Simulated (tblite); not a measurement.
Species: C7H7S (doublet state).
Geometry (GFN2-xTB, Å), atoms numbered from 1 in this order:
```xyz
15
C7H7S angstrom
C     -2.8936    0.2915   -0.0513
S     -1.9249   -1.2429   -0.0780
C     -0.3041   -0.5557    0.0432
C     -0.0715    0.7884    0.1215
C      1.1577    1.3611    0.2160
C      2.2656    0.5127    0.2352
C      2.0768   -0.8571    0.1578
C      0.8108   -1.4004    0.0622
H     -2.7036    0.8173    0.8802
H     -2.6111    0.9066   -0.9011
H     -3.9385    0.0065   -0.1199
H      1.2841    2.4317    0.2746
H      3.2579    0.9316    0.3103
H      2.9330   -1.5158    0.1717
H      0.6568   -2.4675    0.0008
```

Computed with GFN2-xTB (tblite): harmonic, unscaled wavenumbers at the GFN2-xTB geometry, gas phase. Against measured fundamentals such values can be off by several per cent, at times by over 20. One conformer, not necessarily the lowest. Open shells enter through the occupations alone, without spin polarisation, and single modes of such species can be off by tens of per cent.

Harmonic wavenumbers (cm⁻¹): 48.4, 101.9, 151.7, 167.1, 305.6, 359.0, 398.1, 442.1, 573.9, 598.7, 673.7, 735.0, 744.3, 829.6, 882.0, 898.6, 926.4, 947.5, 952.5, 1068.9, 1111.1, 1131.2, 1159.8, 1204.0, 1288.2, 1313.1, 1392.1, 1418.7, 1438.3, 1443.1, 1511.3, 1597.1, 3026.7, 3029.8, 3060.2, 3069.0, 3072.7, 3079.8, 3087.6.

A = 4321, B = 1214, C = 953.6 MHz; mass 123.027 u (most abundant isotopes); point group Cs, symmetry number 1; spin multiplicity 2.

Task: What is the zero-point energy?

Result: ½Σν̃ = 24619 cm⁻¹ = 294.52 kJ/mol.

Task: What is S at 350 K and 1 bar for an ideal gas of classical rigid rotors and harmonic oscillators?

Result: Translation 172.21, rotation 121.47, vibration 104.03, spin (R ln 2) 5.76: S = 403.5 J/(mol K).

Task: And Cp and H(350 K) − H(0)?

Result: Cp = 149.28 J/(mol K), of which vibrations give 116.02 (their classical limit is 39 R = 324.3); H(350 K) − H(0) = 31.13 kJ/mol without the zero-point energy, 19.49 from vibrations.

Task: Which modes carry the vibrational entropy at 350 K?

Result: 48.4 cm⁻¹: 21.75; 101.9 cm⁻¹: 15.61; 151.7 cm⁻¹: 12.37; 167.1 cm⁻¹: 11.60; 305.6 cm⁻¹: 6.94; 359.0 cm⁻¹: 5.79 J/(mol K); the other 33 give 29.96 together.

Task: How do the functions run with temperature in this model?

Result: 
```json
{"T (K)": "50", "S (J/(mol K))": "243.7", "Cp (J/(mol K))": "48.4", "H − H(0) (kJ/mol)": "1.96", "G − H(0) (kJ/mol)": "-10.22", "ln q(vib)": "0.36"}
{"T (K)": "100", "S (J/(mol K))": "282.4", "Cp (J/(mol K))": "64.3", "H − H(0) (kJ/mol)": "4.80", "G − H(0) (kJ/mol)": "-23.44", "ln q(vib)": "1.19"}
{"T (K)": "298.15", "S (J/(mol K))": "381.0", "Cp (J/(mol K))": "130.9", "H − H(0) (kJ/mol)": "23.87", "G − H(0) (kJ/mol)": "-89.74", "ln q(vib)": "4.83"}
{"T (K)": "373.15", "S (J/(mol K))": "413.3", "Cp (J/(mol K))": "157.1", "H − H(0) (kJ/mol)": "34.68", "G − H(0) (kJ/mol)": "-119.53", "ln q(vib)": "6.26"}
{"T (K)": "500", "S (J/(mol K))": "464.7", "Cp (J/(mol K))": "194.6", "H − H(0) (kJ/mol)": "57.09", "G − H(0) (kJ/mol)": "-175.26", "ln q(vib)": "8.72"}
{"T (K)": "750", "S (J/(mol K))": "553.9", "Cp (J/(mol K))": "244.6", "H − H(0) (kJ/mol)": "112.53", "G − H(0) (kJ/mol)": "-302.92", "ln q(vib)": "13.52"}
{"T (K)": "1000", "S (J/(mol K))": "628.9", "Cp (J/(mol K))": "275.7", "H − H(0) (kJ/mol)": "177.85", "G − H(0) (kJ/mol)": "-451.04", "ln q(vib)": "18.03"}
```

q(vib) and H(0) count from the zero-point level.

Task: Blend soft modes into free rotors: weight 1/[1 + (100 cm⁻¹/ν̃)⁴] for the oscillator and the rest for a rotor with moment μB/(μ + B), μ = h/(8π²ν), B = 10⁻⁴⁴ kg m². What vibrational entropy results?

Result: 96.42 J/(mol K) in place of 104.03, which changes −T·S at 350 K by +2.66 kJ/mol.

Hindered rotation and anharmonicity are outside this model. Other conformers, if any are populated, would add a mixing term that is left out.

On one thread of an Arm Neoverse V1, no GPU (shared host), this took 0.47 s of wall time. The figure is for the frequency step alone.
